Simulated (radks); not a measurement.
Values are calculated unless marked as measured or tabulated.
Polarisability of the hafnium ion Hf5+, [Xe] 4f13, at imaginary frequency. Code: a radial shooting solver on a logarithmic mesh with Libxc functionals. Model: scalar-relativistic Kohn-Sham, LB94 model potential, spin-polarised, spherical densities, finite nucleus; open shells are filled with parallel spins first (spin-orbit coupling, left out, can overturn this in heavy ions); Fermi nuclear charge, rms radius 5.347 fm. Response by self-consistent Sternheimer equations with the Hartree and adiabatic LDA kernel, the relativistic mass of each level held fixed and spin-orbit coupling left out.

| w (hartree) | alpha1(iw) (bohr^3) |
|---|---|
| 0.00266 | 2.593 |
| 0.0143 | 2.593 |
| 0.0360 | 2.592 |
| 0.0697 | 2.590 |
| 0.118 | 2.583 |
| 0.186 | 2.569 |
| 0.280 | 2.538 |
| 0.413 | 2.477 |
| 0.605 | 2.359 |
| 0.892 | 2.141 |
| 1.35 | 1.776 |
| 2.12 | 1.267 |
| 3.59 | 0.7307 |
| 6.94 | 0.3202 |
| 17.5 | 0.08562 |

Static values: alpha1 = 2.593 bohr^3 (0.3843 angstrom^3; uncoupled 4.539). C6 = 10.87, triple-dipole C9 = 20.00 atomic units. One-pole (London) frequency 4 C6 / (3 alpha1^2) = 2.155 hartree, against 3.413 for minus the highest occupied eigenvalue.
